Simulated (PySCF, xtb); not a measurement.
H9Si4, SMILES [SiH2]([SiH2])[SiH2][SiH3], multiplicity 2. One conformer was computed; it need not be the lowest.

Harmonic wavenumbers (cm⁻¹) from GFN2-xTB (xtb) at its own minimum, in rising order: 19, 44, 62, 98, 110, 288, 326, 366, 389, 394, 437, 455, 479, 529, 575, 599, 614, 685, 782, 812, 822, 826, 830, 845, 2095, 2101, 2119, 2123, 2200, 2201, 2220, 2222, 2226.

### Question
What does ωB97X-D3(BJ)/def2-SVP (PySCF 2.14.0) give at its own minimum? (Estimate from the structure and the level; the computed values follow.)

### Answer
34, 62, 95, 111, 115, 302, 349, 398, 455, 456, 483, 490, 548, 583, 675, 680, 737, 767, 890, 921, 930, 931, 953, 956, 2224, 2228, 2231, 2234, 2237, 2243, 2245, 2252, 2252. Paired by order, the mean absolute difference is 66 cm⁻¹ and the zero-point energies are 44.2 and 47.3 kcal/mol.
